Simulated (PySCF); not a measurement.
**Ca: excitation energy**

Ca [Ar] 4s2 (1S) → Ca [Ar] 3d2 (3F), as a difference of total energies. Computed with PySCF 2.14 in x2c-TZVPPall, with scalar relativity by spin-free X2C-1e. Correlated levels: valence: [Ar] frozen. The calculations carry no spin-orbit coupling.

| method | excitation energy (eV) |
| --- | --- |
| UHF | 5.962 |
| MP2 (valence) | 6.364 |
| SCS-MP2 (valence) | 6.531 |
| CCSD (valence) | 6.541 |

Task: How much does correlation contribute at MP2 (valence)?

Result: 6.364 − (5.962) = 0.402 eV, measured against UHF.

The upper state lies above the first ionisation limit, where it may autoionise and the basis confines it.

With two correlated electrons CCSD is exact in that space.
